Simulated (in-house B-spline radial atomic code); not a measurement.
Orbital energies and mean radii along the 50-electron series, configuration [Kr] 4d10 5s2 5p2. The effective charge is n√(-2ε), a non-relativistic measure. Computed with an all-electron radial atomic-structure program (B-spline basis): non-relativistic Hartree-Fock, average of the configuration, point nuclei.

This level leaves out relativity, spin-orbit splitting included, which matters for heavy ions.

```json
{"ion": "Sn", "Z": "50", "energy of 4d (Eh)": "-1.3735", "mean radius of 4d (bohr)": "1.0803", "energy of 3d (Eh)": "-19.168", "mean radius of 3d (bohr)": "0.31362", "energy of 3p (Eh)": "-27.214", "mean radius of 3p (bohr)": "0.34211", "effective charge of 4d": "6.6298"}
{"ion": "Sb+", "Z": "51", "energy of 4d (Eh)": "-2.0084", "mean radius of 4d (bohr)": "1.0145", "energy of 3d (Eh)": "-21.121", "mean radius of 3d (bohr)": "0.30456", "energy of 3p (Eh)": "-29.429", "mean radius of 3p (bohr)": "0.33333", "effective charge of 4d": "8.0168"}
{"ion": "Te2+", "Z": "52", "energy of 4d (Eh)": "?", "mean radius of 4d (bohr)": "?", "energy of 3d (Eh)": "?", "mean radius of 3d (bohr)": "?", "energy of 3p (Eh)": "?", "mean radius of 3p (bohr)": "?", "effective charge of 4d": "?"}
{"ion": "I3+", "Z": "53", "energy of 4d (Eh)": "-3.567", "mean radius of 4d (bohr)": "0.90766", "energy of 3d (Eh)": "-25.469", "mean radius of 3d (bohr)": "0.28793", "energy of 3p (Eh)": "-34.303", "mean radius of 3p (bohr)": "0.31701", "effective charge of 4d": "10.684"}
{"ion": "Xe4+", "Z": "54", "energy of 4d (Eh)": "-4.4702", "mean radius of 4d (bohr)": "0.86351", "energy of 3d (Eh)": "-27.843", "mean radius of 3d (bohr)": "0.28028", "energy of 3p (Eh)": "-36.942", "mean radius of 3p (bohr)": "0.30942", "effective charge of 4d": "11.96"}
{"ion": "Cs5+", "Z": "55", "energy of 4d (Eh)": "?", "mean radius of 4d (bohr)": "?", "energy of 3d (Eh)": "?", "mean radius of 3d (bohr)": "?", "energy of 3p (Eh)": "?", "mean radius of 3p (bohr)": "?", "effective charge of 4d": "?"}
{"ion": "Ba6+", "Z": "56", "energy of 4d (Eh)": "-6.5029", "mean radius of 4d (bohr)": "0.78852", "energy of 3d (Eh)": "-32.969", "mean radius of 3d (bohr)": "0.26613", "energy of 3p (Eh)": "-42.6", "mean radius of 3p (bohr)": "0.29525", "effective charge of 4d": "14.425"}
{"ion": "La7+", "Z": "57", "energy of 4d (Eh)": "-7.6277", "mean radius of 4d (bohr)": "0.75628", "energy of 3d (Eh)": "-35.717", "mean radius of 3d (bohr)": "0.25958", "energy of 3p (Eh)": "-45.613", "mean radius of 3p (bohr)": "0.28863", "effective charge of 4d": "15.623"}
{"ion": "Ce8+", "Z": "58", "energy of 4d (Eh)": "-8.8228", "mean radius of 4d (bohr)": "0.72687", "energy of 3d (Eh)": "-38.584", "mean radius of 3d (bohr)": "0.25334", "energy of 3p (Eh)": "-48.748", "mean radius of 3p (bohr)": "0.28229", "effective charge of 4d": "16.803"}
```

Problem. Fill in the row of Te2+.

Solution. energy of 4d (Eh): -2.7441; mean radius of 4d (bohr): 0.95754; energy of 3d (Eh): -23.226; mean radius of 3d (bohr): 0.29601; energy of 3p (Eh): -31.796; mean radius of 3p (bohr): 0.32497; effective charge of 4d: 9.3708.

Problem. Fill in the row of Cs5+.

Solution. energy of 4d (Eh): -5.4497; mean radius of 4d (bohr): 0.82406; energy of 3d (Eh): -30.344; mean radius of 3d (bohr): 0.27303; energy of 3p (Eh): -39.708; mean radius of 3p (bohr): 0.30217; effective charge of 4d: 13.206.

Problem. How does the screening of 4d change?

Solution. Z less the effective charge goes from 43.37 at Z = 50 to 41.20 at Z = 58.
